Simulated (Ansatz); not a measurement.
Relaxation of H₈O₂W (11 atoms, charge 0, multiplicity 1), to a largest force component of 0.03 eV/Å in at most 50 steps.

Theory: Ansatz 0.2.0, RKS PBE/def2-SVP.

```xyz
11
Properties=species:S:1:pos:R:3:forces:R:3
W 0.253 0.072 -0.069 -0.14 0.10 0.09
H 0.411 -0.313 2.822 -0.38 -1.67 0.94
H 1.982 -0.260 -0.114 0.05 0.11 0.04
H -0.746 0.817 -1.223 0.02 -0.03 0.01
H -1.086 1.012 0.563 0.00 -0.03 -0.03
O -0.282 -1.691 0.102 0.04 -0.15 0.09
H -0.204 -2.515 0.621 -0.05 0.15 -0.08
H 0.879 0.197 -1.636 0.00 0.02 -0.03
O 1.029 1.640 0.763 0.09 -0.05 -0.27
H 2.003 1.615 0.793 0.05 0.02 0.00
H 0.549 0.304 2.468 0.32 1.51 -0.77
```

Task: Where does it end, and by what steps?

Result: The run converged. After 22 steps the energy has fallen by 0.238 eV; H3 moved furthest, 1.05 Å.

```
step  energy less start (eV)  largest force component (eV/Å)  accepted
   0                  0.0000                           1.670       yes
   1                 -0.0691                           0.454       yes
   2                 -0.0853                           0.104       yes
   3                 -0.0870                           0.144       yes
   4                 -0.0891                           0.148       yes
   5                  0.0787                           2.357        no
   6                 -0.0918                           0.056       yes
   7                 -0.0907                           0.373        no
   8                 -0.0929                           0.033       yes
   9                 -0.0943                           0.062       yes
  10                 -0.0959                           0.122       yes
  11                 -0.0986                           0.210       yes
  12                 -0.1009                           0.309       yes
  13                 -0.1087                           0.627       yes
  14                 -0.1187                           1.089       yes
  15                 -0.1214                           1.324       yes
  16                 -0.1883                           0.949       yes
  17                 -0.2068                           0.727       yes
  18                 -0.2280                           0.288       yes
  19                 -0.1949                           0.431        no
  20                 -0.2358                           0.104       yes
  21                 -0.2372                           0.055       yes
  22                 -0.2380                           0.028       yes
```

```xyz
11
Properties=species:S:1:pos:R:3
W 0.313 0.167 -0.396
H 0.249 -0.798 3.442
H 1.919 0.474 -0.869
H -0.845 0.551 -1.591
H -0.864 1.324 -0.003
O 0.031 -1.541 0.283
H -0.201 -1.731 1.216
H 0.662 -0.004 -2.057
O 1.060 1.334 1.013
H 2.035 1.285 1.040
H 0.431 -0.183 3.013
```

The run took 41 s on 2 threads of Arm Neoverse V2 (shared host), peak memory 0.13 GiB.
